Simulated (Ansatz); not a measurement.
GaO3, relaxed as a quartet with UKS r2SCAN-D4/def2-TZVP in Ansatz, starting from the r2SCAN-D4/def2-TZVP geometry of the neutral doublet. Force threshold 0.02 eV/Å.

The structure holds one bond between oxygen atoms, so isomers without such links may lie far lower. In the quartet geometry the species has come apart into loosely held pieces. The relaxation made no stability test and no search for a lower SCF solution. At r2SCAN-D4/def2-TZVP a doublet of charge 0 lies 0.62 eV below the quartet, each at its own geometry. The structure comes from a short search, and lower isomers may exist.

Start:

| atom | x (Å) | y (Å) | z (Å) |
| --- | --- | --- | --- |
| Ga1 | 0.3817 | -0.0209 | -0.3029 |
| O2 | 1.6757 | -0.0937 | -1.3287 |
| O3 | -0.6167 | -0.0907 | 1.3458 |
| O4 | -1.4407 | 0.2053 | 0.2858 |

Question: Estimate the energy that the relaxation releases and the steps that it takes.

Answer: 194.9 kJ/mol, in 12 steps; 26 s on 4 threads of Arm Neoverse V2 on a shared host. The force fell under the threshold at step 11, but the optimiser went on. No frequencies were taken in this run, so the end may be a saddle point.

Question: Does the start keep its bonding and symmetry?

Answer: Bonds lost: Ga1–O3, Ga1–O4 (atoms count from 1). The end holds 2 separate pieces. Point group C2v at the start, Cs at the end, both within 0.05 Å.

Question: Predict the relaxed structure.

Answer: 
```
atom   x (Å)   y (Å)   z (Å)
 Ga1   1.141  -0.048  -0.956
  O2   2.508  -0.153  -1.952
  O3  -1.453  -0.030   1.911
  O4  -2.196   0.231   0.997
```
Bond lengths: 1 × Ga–O 1.70 Å; 1 × O–O 1.21 Å.
